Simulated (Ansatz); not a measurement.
Consider the hydrogenolysis of the Si–C bond: `C=C=C[SiH](C)F` + H₂ → `C[SiH2]F` + `C=C=C`.

Program: Ansatz. Geometries: PBE0-D4/def2-TZVP. ΔE: electronic, gas phase. CCSD(T)/CBS is the MP2 limit (def2-TZVPP, def2-QZVPP) plus CCSD(T) − MP2 in def2-TZVPP, frozen cores. This one scheme is used for every species. DFT in def2-TZVPP. B3LYP here is the variant with VWN-RPA as its local correlation; programs differ in this. Each species was taken in one conformer, which may not be the lowest.

CCSD(T)/CBS gives +4.7 kJ/mol.

Another level gave +6.8 kJ/mol. Which?
A. CCSD/def2-TZVPP
B. SCS-MP2/def2-TZVPP
C. r2SCAN/def2-TZVPP
D. B3LYP/def2-TZVPP

C. r2SCAN 6.8, CCSD/def2-TZVPP -3.3, B3LYP -9.7, SCS-MP2/def2-TZVPP 2.5 kJ/mol.

Largest T1 diagnostic among the species: 0.012.

The D4 term adds +13.8 kJ/mol with B3LYP and +7.9 kJ/mol with PBE0; it sums over pairs of atoms, weighted by their polarisabilities, and B3LYP, whose exchange is more repulsive, gets the larger term. In def2-TZVPP, CCSD(T) changes the Hartree–Fock value by +25.2 kJ/mol (the triples alone add +5.7 kJ/mol) and MP2 by +34.0 kJ/mol.
